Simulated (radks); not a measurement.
Species: Nb X. Configuration: [Ar] 3d10 4s2 4p2.

Method: non-relativistic Kohn-Sham, PBE, spin-polarised, spherical densities, point nucleus; open shells are filled with parallel spins first (spin-orbit coupling, left out, can overturn this in heavy ions); relativity is left out, which matters for an element this heavy; computed with a radial shooting solver on a logarithmic mesh with Libxc functionals.

Energy parts (eV):
total: -101528.431
kinetic: 101486.932
electron-nucleus: -236712.296
Hartree: 36735.203
exchange-correlation: -3038.269

Orbitals (lengths in bohr, moments of r in powers of bohr):
orbital  occ.  eigenvalue (eV)      <r>
1s up       1        -18522.06  0.03720
1s down     1        -18521.65  0.03720
2s up       1        -2686.476   0.1629
2s down     1        -2686.245   0.1629
2p up       3        -2481.837   0.1397
2p down     3        -2481.447   0.1397
3s up       1        -575.5580   0.4532
3s down     1        -575.0381   0.4529
3p up       3        -497.6664   0.4485
3p down     3        -497.0773   0.4482
3d up       5        -355.4130   0.4276
3d down     5        -354.7937   0.4268
4s up       1        -193.8690    1.074
4s down     1        -189.8691    1.074
4p up       2        -169.2476    1.130
4p down     0        -165.2709    1.132
4d up       0        -128.2721    1.263
4d down     0        -124.5566    1.273
5s up       0         -94.7613    2.035
5s down     0         -93.0119    2.048

The highest occupied level is 4p up at -169.25 eV. Summed over all electrons, <r^2> = 9.733 bohr^2, which gives a Langevin (diamagnetic) susceptibility term of -7.71 x 10^-6 cm^3/mol. The density falls to 0.001 e/bohr^3 at r = 2.33 bohr. Spin moment in Bohr magnetons: 2. The electron density at the nucleus is 4.805e+04 e/bohr^3.
